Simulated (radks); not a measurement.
Results of a calculation; reference values are marked as such.
Ionisation of the ytterbium ion Yb+, [Xe] 4f14 6s1, to Yb2+, [Xe] 4f14, under several functionals. Dirac Kohn-Sham, spin-unpolarised, spherical densities, finite nucleus; a radial shooting solver on a logarithmic mesh with Libxc functionals.

| functional | E(Yb+) (hartree) | Exc (hartree) | IE (eV) | -e(HOMO) (eV) | <r> HOMO (bohr) | IE error (eV) |
|---|---|---|---|---|---|---|
| Wu-Cohen GGA | -14072.9793 | -293.4012 | 12.069 | 9.204 | 0.7969 | -0.110 |
| LDA (Slater exchange, VWN5 correlation) | -14065.4161 | -285.7639 | 12.457 | 9.478 | 0.7970 | +0.278 |
| PBE | -14074.0432 | -294.4714 | 12.246 | 9.157 | 0.7973 | +0.067 |
| XLYP | -14075.8090 | -296.2400 | 12.482 | 9.017 | 0.7989 | +0.303 |
| revPBE | -14074.3729 | -294.8065 | 12.113 | 9.093 | 0.7969 | -0.066 |
| exchange-only PBE | -14069.9607 | -290.3252 | 11.897 | 8.021 | 0.8017 | -0.282 |
| PBEsol | -14069.6637 | -290.0474 | 12.128 | 9.215 | 0.7970 | -0.051 |

NIST Atomic Spectra Database: 12.179 eV (measured). Closest: PBEsol. The Delta-SCF values span 0.58 eV, the total energies 10.39 hartree. The highest occupied level is 4f7/2. Spin polarisation and multiplet splitting are left out, so open shells lie too high by an amount that depends on their filling.

Beside tabulated values, note that spin-unpolarised runs miss the spin-polarisation part of the exchange energy of open shells.
